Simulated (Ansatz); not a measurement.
Geometry optimisation, RKS PBE0-D4/def2-SVP in Ansatz.

Input:

```yaml
crystal:
  periodic: [false, false, false]
  atoms:
    - { symbol: Sn, position_ang: [0.0, 0.0, 0.0] }
    - { symbol: Cl, position_ang: [0.0, 0.0, 2.76] }
    - { symbol: O, position_ang: [1.8483, 0.0, -0.6527] }
    - { symbol: H, position_ang: [2.1646, -0.9521, -0.7693] }
    - { symbol: Cl, position_ang: [-1.1351, 1.9666, -0.8025] }
    - { symbol: Cl, position_ang: [-1.1351, -1.9666, -0.8025] }
    - { symbol: F, position_ang: [-2.0593, 0.0, 0.6842] }
    - { symbol: H, position_ang: [-1.5155, 0.0, 1.8676] }
basis:
  gaussian: { orbitals: def2-SVP }
hamiltonian:
  xc: pbe0
  dispersion: d4
relax:
  f_tol: 0.15
  max_steps: 25
  restrain:
    - { distance: [0, 6], at: 1.87, k: 30.0 }
    - { distance: [7, 1], at: 1.37, k: 30.0 }
    - { distance: [0, 1], at: 3.61, k: 30.0 }
    - { distance: [7, 6], at: 2.12, k: 30.0 }
```

Run as:

```bash
$ ansatz run input.yaml --threads 4 --pin off --max-ram 5120MiB --backend cpu --events-out ev --progress --plain --runs-dir out
```

**Question.** Where does it end, and by what steps?

**Answer.** It converged. The restraints hold the end off the free minimum; the threshold counts their pulls, which the force column leaves out. Restrained pairs: Sn1–F7 (2.17 → 1.90 Å), Cl2–H8 (1.76 → 1.33 Å), Sn1–Cl2 (2.76 → 3.61 Å), F7–H8 (1.30 → 2.12 Å). After 18 steps the energy has fallen by 1.827 eV (the restraints' own energy left out); H4 moved furthest, 1.84 Å.

```csv
step,energy less start (eV),largest force component (eV/Å),accepted
0,0.0000,4.447,yes
1,0.3750,3.042,yes
2,0.3010,2.445,yes
3,-0.2682,2.082,yes
4,-0.8725,1.399,yes
5,-1.1746,1.565,yes
6,-1.3685,1.412,yes
7,-1.5048,1.173,yes
8,-1.5685,1.172,yes
9,-1.5753,1.089,yes
10,-1.5768,1.355,yes
11,-1.5948,1.425,yes
12,-1.6514,1.221,yes
13,-1.6811,1.408,yes
14,-1.7225,1.158,yes
15,-1.7457,1.350,yes
16,-1.7898,1.031,yes
17,-1.8238,0.870,yes
18,-1.8266,0.883,yes
```

```xyz
8
Properties=species:S:1:pos:R:3
Sn -0.517 0.133 -0.648
Cl 0.306 -1.181 2.613
O 1.347 0.335 -0.124
H 1.481 -0.124 0.722
Cl -0.970 1.640 -2.336
Cl -1.132 -2.007 -1.274
F -1.618 0.602 0.832
H -0.730 -0.350 2.499
```

Time of the run: 48 s on 4 threads of Arm Neoverse V1, with other jobs on the host, peak memory 0.31 GiB.
